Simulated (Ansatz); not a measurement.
Ansatz (an electronic-structure program) input (B3LYP-D3(BJ)/def2-TZVP):

Ansatz 0.2 input:
```yaml
crystal:
  periodic: [false, false, false]
  atoms:
    - {symbol: K, position_ang: [-0.00000000, -0.00000000, -2.44005390]}
    - {symbol: I, position_ang: [0.00000000, 0.00000000, 0.87473631]}
basis:
  gaussian:
    orbitals: def2-TZVP
hamiltonian:
  xc: b3lyp
  dispersion: d3bj
total_charge: -1
magnetization: {spin_polarized: true, initial_magnetization: 1}
phonons: {temperatures: {t_min: 298.15, t_max: 298.15, t_step: 100}}
```

Output:

```
Functional definition: B3LYP
integrals: 0.03 GiB planned
835 factors; integrals over basis functions are off by at most 2.5e-4 eV
mean field: 0.45 GiB planned
mean field evaluation 1: about -24430.1249 eV, gradient 1.6e1 eV
mean field evaluation 2: about -24430.2587 eV, gradient 1.9e1 eV
mean field evaluation 4: about -24431.8288 eV, gradient 5.6e-1 eV
mean field evaluation 8: about -24431.8330 eV, gradient 1.1e-2 eV
mean field evaluation 16: about -24431.8330 eV, gradient 1.5e-5 eV
mean field -24431.83295460 eV, -897.8533005903 hartree, gradient 1.5e-5 eV, S^2 0.750105; 0 other end points of the search recorded, 0 dependent functions left out
the calculation of the forces begins
reference -24431.83313340 eV, -897.8533071612 hartree; 23, 22 occupied and 60, 61 virtual orbitals, 835 factors
these checks for a lower state are left out or cut short: stability, starts, cluster_reference, orbital_swaps, neighbouring_geometries, increment
integrals: 0.03 GiB planned
835 factors; integrals over basis functions are off by at most 2.5e-4 eV
mean field: 0.45 GiB planned
mean field -24431.83295460 eV, -897.8533005905 hartree, gradient 2.7e-7 eV, S^2 0.750105; 0 other end points of the search recorded, 0 dependent functions left out
the calculation of the forces begins
reference -24431.83313341 eV, -897.8533071615 hartree; 23, 22 occupied and 60, 61 virtual orbitals, 835 factors
these checks for a lower state are left out or cut short: stability, starts, cluster_reference, orbital_swaps, neighbouring_geometries, increment
integrals: 0.03 GiB planned
835 factors; integrals over basis functions are off by at most 2.5e-4 eV
mean field: 0.45 GiB planned
mean field -24431.83295460 eV, -897.8533005905 hartree, gradient 2.7e-7 eV, S^2 0.750105; 0 other end points of the search recorded, 0 dependent functions left out
the calculation of the forces begins
reference -24431.83313341 eV, -897.8533071615 hartree; 23, 22 occupied and 60, 61 virtual orbitals, 835 factors
these checks for a lower state are left out or cut short: stability, starts, cluster_reference, orbital_swaps, neighbouring_geometries, increment
integrals: 0.03 GiB planned
835 factors; integrals over basis functions are off by at most 2.5e-4 eV
mean field: 0.45 GiB planned
mean field evaluation 32: about -24431.8307 eV, gradient 2.8e-2 eV
mean field -24431.83295460 eV, -897.8533005905 hartree, gradient 2.7e-7 eV, S^2 0.750105; 0 other end points of the search recorded, 0 dependent functions left out
the calculation of the forces begins
reference -24431.83313341 eV, -897.8533071615 hartree; 23, 22 occupied and 60, 61 virtual orbitals, 835 factors
these checks for a lower state are left out or cut short: stability, starts, cluster_reference, orbital_swaps, neighbouring_geometries, increment
integrals: 0.03 GiB planned
835 factors; integrals over basis functions are off by at most 2.5e-4 eV
mean field: 0.45 GiB planned
mean field -24431.83295460 eV, -897.8533005905 hartree, gradient 2.7e-7 eV, S^2 0.750105; 0 other end points of the search recorded, 0 dependent functions left out
the calculation of the forces begins
reference -24431.83313341 eV, -897.8533071615 hartree; 23, 22 occupied and 60, 61 virtual orbitals, 835 factors
these checks for a lower state are left out or cut short: stability, starts, cluster_reference, orbital_swaps, neighbouring_geometries, increment
integrals: 0.03 GiB planned
835 factors; integrals over basis functions are off by at most 2.5e-4 eV
mean field: 0.45 GiB planned
mean field -24431.83293408 eV, -897.8532998361 hartree, gradient 1.6e-6 eV, S^2 0.750105; 0 other end points of the search recorded, 0 dependent functions left out
the calculation of the forces begins
reference -24431.83311282 eV, -897.8533064047 hartree; 23, 22 occupied and 60, 61 virtual orbitals, 835 factors
these checks for a lower state are left out or cut short: stability, starts, cluster_reference, orbital_swaps, neighbouring_geometries, increment
integrals: 0.03 GiB planned
835 factors; integrals over basis functions are off by at most 2.6e-4 eV
mean field: 0.45 GiB planned
mean field -24431.83296472 eV, -897.8533009624 hartree, gradient 1.6e-6 eV, S^2 0.750105; 0 other end points of the search recorded, 0 dependent functions left out
the calculation of the forces begins
reference -24431.83314359 eV, -897.8533075357 hartree; 23, 22 occupied and 60, 61 virtual orbitals, 835 factors
these checks for a lower state are left out or cut short: stability, starts, cluster_reference, orbital_swaps, neighbouring_geometries, increment
integrals: 0.03 GiB planned
835 factors; integrals over basis functions are off by at most 2.5e-4 eV
mean field: 0.45 GiB planned
mean field evaluation 64: about -24431.8330 eV, gradient 1.7e-6 eV
mean field -24431.83295460 eV, -897.8533005905 hartree, gradient 2.7e-7 eV, S^2 0.750105; 0 other end points of the search recorded, 0 dependent functions left out
the calculation of the forces begins
reference -24431.83313341 eV, -897.8533071615 hartree; 23, 22 occupied and 60, 61 virtual orbitals, 835 factors
these checks for a lower state are left out or cut short: stability, starts, cluster_reference, orbital_swaps, neighbouring_geometries, increment
integrals: 0.03 GiB planned
835 factors; integrals over basis functions are off by at most 2.5e-4 eV
mean field: 0.45 GiB planned
mean field -24431.83295460 eV, -897.8533005905 hartree, gradient 2.7e-7 eV, S^2 0.750105; 0 other end points of the search recorded, 0 dependent functions left out
the calculation of the forces begins
reference -24431.83313341 eV, -897.8533071615 hartree; 23, 22 occupied and 60, 61 virtual orbitals, 835 factors
these checks for a lower state are left out or cut short: stability, starts, cluster_reference, orbital_swaps, neighbouring_geometries, increment
integrals: 0.03 GiB planned
835 factors; integrals over basis functions are off by at most 2.5e-4 eV
mean field: 0.45 GiB planned
mean field -24431.83295460 eV, -897.8533005905 hartree, gradient 2.7e-7 eV, S^2 0.750105; 0 other end points of the search recorded, 0 dependent functions left out
the calculation of the forces begins
reference -24431.83313341 eV, -897.8533071615 hartree; 23, 22 occupied and 60, 61 virtual orbitals, 835 factors
these checks for a lower state are left out or cut short: stability, starts, cluster_reference, orbital_swaps, neighbouring_geometries, increment
integrals: 0.03 GiB planned
835 factors; integrals over basis functions are off by at most 2.5e-4 eV
mean field: 0.45 GiB planned
mean field -24431.83295460 eV, -897.8533005905 hartree, gradient 2.7e-7 eV, S^2 0.750105; 0 other end points of the search recorded, 0 dependent functions left out
the calculation of the forces begins
reference -24431.83313341 eV, -897.8533071615 hartree; 23, 22 occupied and 60, 61 virtual orbitals, 835 factors
these checks for a lower state are left out or cut short: stability, starts, cluster_reference, orbital_swaps, neighbouring_geometries, increment
integrals: 0.03 GiB planned
835 factors; integrals over basis functions are off by at most 2.6e-4 eV
mean field: 0.45 GiB planned
mean field -24431.83296472 eV, -897.8533009624 hartree, gradient 1.6e-6 eV, S^2 0.750105; 0 other end points of the search recorded, 0 dependent functions left out
the calculation of the forces begins
reference -24431.83314359 eV, -897.8533075357 hartree; 23, 22 occupied and 60, 61 virtual orbitals, 835 factors
these checks for a lower state are left out or cut short: stability, starts, cluster_reference, orbital_swaps, neighbouring_geometries, increment
integrals: 0.03 GiB planned
835 factors; integrals over basis functions are off by at most 2.5e-4 eV
mean field: 0.45 GiB planned
mean field evaluation 96: about -24431.8329 eV, gradient 1.8e-2 eV
mean field -24431.83293408 eV, -897.8532998361 hartree, gradient 1.6e-6 eV, S^2 0.750105; 0 other end points of the search recorded, 0 dependent functions left out
the calculation of the forces begins
reference -24431.83311282 eV, -897.8533064047 hartree; 23, 22 occupied and 60, 61 virtual orbitals, 835 factors
Total energy: -24431.90230601 eV, -897.8558492076 hartree
Atom 0 at    -0.000000    -0.000000    -2.440054 Å, force    -0.000000    -0.000000     0.001184 eV/Å
Atom 1 at     0.000000     0.000000     0.874736 Å, force     0.000000     0.000000    -0.001184 eV/Å
Dipole moment:     0.000000     0.000000     0.698271 e Å
Vibrations: 123.60 cm⁻¹, zero-point energy 0.007662 eV
```
